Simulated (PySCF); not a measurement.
sulfur tetrafluoride (F4S), SMILES FS(F)(F)F.

The structure is a stationary point at PBE0-D3(BJ)/def2-SVP.

Two levels are set side by side: PBE/def2-TZVP (PySCF) and r2SCAN/def2-TZVP (PySCF). Same geometry, gas phase. Differences are taken from unrounded values.

```csv
quantity,PBE
orbital gap (eV),5.09
highest occupied level (eV),-8.30
lowest empty level (eV),-3.21
dipole moment (D),0.67
mean polarisability (bohr³),25.6
```

### Question
These are the PBE values. What does r2SCAN give? (Estimate from the structure and the level; the computed values follow.)

### Answer

```csv
quantity,r2SCAN,PBE minus r2SCAN
orbital gap (eV),5.56,-0.46
highest occupied level (eV),-8.67,0.37
lowest empty level (eV),-3.12,-0.09
dipole moment (D),0.69,-0.01
mean polarisability (bohr³),24.9,0.7
```

Rough cost on one machine, each run with all the roots and properties that it gave: r2SCAN against PBE about 4 times.
